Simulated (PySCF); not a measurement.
ClCu, charge -1, doublet, at a GFN2-xTB geometry (such geometries of metal compounds can be far from the true shape) (the multiplicity is a formal guess) (in this run its highest filled SCF level lies above zero, so its values depend strongly on the basis, on diffuse functions most of all), with bond 1-2 at 1.3 times its length. Base run: PBE/aug-cc-pVDZ (PySCF).

Input for PySCF:
```python
from pyscf import gto, scf, dft

mol = gto.Mole()
mol.atom = '''
    Cu    0.00000000    0.00000000   -1.43020284
    Cl    0.00000000    0.00000000    1.34661955
'''
mol.basis = 'aug-cc-pvdz'
mol.charge = -1
mol.spin = 1
mol.verbose = 4
mol.build()

mf = dft.UKS(mol)
mf.xc = 'pbe'
mf.kernel()
```

The base run was repeated with changes; each row names its change, and settings that it needs were set with it.

| change | ΔE vs base (µEh) | SCF cycles | <S^2> | outcome |
|---|---|---|---|---|
| base | 0.0 | 23 | 0.754 | converged |
| conv_tol_grad = 1e-7 | 0.0 | 27 | 0.754 | converged |
| level_shift = 0.3 (with mf.max_cycle = 100) | 0.0 | 45 | 0.754 | converged |
| conv_tol = 1e-7 | 0.0 | 21 | 0.754 | converged |
| init_guess = huckel | 0.0 | 14 | 0.754 | converged |
| diis_space = 2 | - | 50 | - | not converged |
| init_guess = vsap | 0.0 | 20 | 0.754 | converged |
| level_shift = 0.1 (with mf.max_cycle = 100) | 0.0 | 18 | 0.754 | converged |
| diis_space = 12 | 0.0 | 20 | 0.754 | converged |
| diis_space = 20 | 0.0 | 21 | 0.754 | converged |
| init_guess = sap | 0.0 | 13 | 0.754 | converged |
| solver = newton | 0.0 | - | 0.754 | converged |
| DIIS = ADIIS | 0.0 | 31 | 0.754 | converged |

Open shells are given as the SCF converged; they aren't shown to be the lowest states, and a large step between rows can be another state.
